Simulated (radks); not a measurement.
Task: In IV, configuration [Kr] 4d10 (the NIST ground configuration). All-electron calculation, Dirac Kohn-Sham, revPBE, spin-unpolarised, spherical densities, finite nucleus; Fermi nuclear charge, rms radius 4.6156 fm. Program: a radial shooting solver on a logarithmic mesh with Libxc functionals.

Spin-orbit splittings of the eigenvalues, e(l+1/2) - e(l-1/2), with zeta = 2 splitting/(2l+1) and mean radii in bohr:

shell  occ.  splitting (eV)  zeta (eV)  <r> j=l-1/2  <r> j=l+1/2
2p        6           210.9      140.6       0.1085       0.1137
3p        6               ?          ?       0.3393       0.3504
3d       10           7.804      3.122       0.3222       0.3258
4p        6           6.638      4.425       0.9005       0.9303
4d       10          0.8867     0.3547        1.141        1.155

Estimate the 3p splitting.

Result: 38.09 eV (zeta = 25.40 eV).
